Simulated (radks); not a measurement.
Question: The table gives one normalised radial function P(r) = r R(r) (large component) of La42+ in [Ne] 3s2 3p3 (r in bohr). Method: Dirac Kohn-Sham, LDA (Slater exchange, Perdew-Wang correlation), spin-unpolarised, spherical densities, point nucleus; open shells fill j = l - 1/2 first; computed with a radial shooting solver on a logarithmic mesh with Libxc functionals.

r	P
0.002624	0.0727
0.003613	0.1134
0.005016	0.1813
0.006963	0.2923
0.009666	0.4707
0.01331	0.7400
0.01848	1.1459
0.02565	1.6970
0.03533	2.3326
0.04904	2.9367
0.06808	3.2277
0.0945	2.9392
0.1301	2.0915
0.1807	1.0398
0.2508	0.3177
0.3454	0.0523
0.4794	0.0033
0.6656	0.0001

Which n and l does it have? It may be an empty orbital.

Answer: n = 2, l = 1: the number of nodes gives n - l - 1 = 0, the rise at small r points to l (for j = l - 1/2 the large component starts as r^gamma with gamma = sqrt(l^2 - (Z/c)^2) = 0.91 and the r^(l+1) term takes over further out; the orbital of l - 1 with the same j starts with the same power, but with a larger coefficient, and does not steepen), and the extent must fit the shell. The curve is that of 2p1/2; the two j differ most near the nucleus, where j = l - 1/2 has the larger amplitude, and in heavy atoms j = l - 1/2 is also the more compact. 2p1/2: eigenvalue -8355.9 eV, 0 radial nodes, <r> = 0.0887 bohr, 90 % of the charge inside 0.145 bohr.
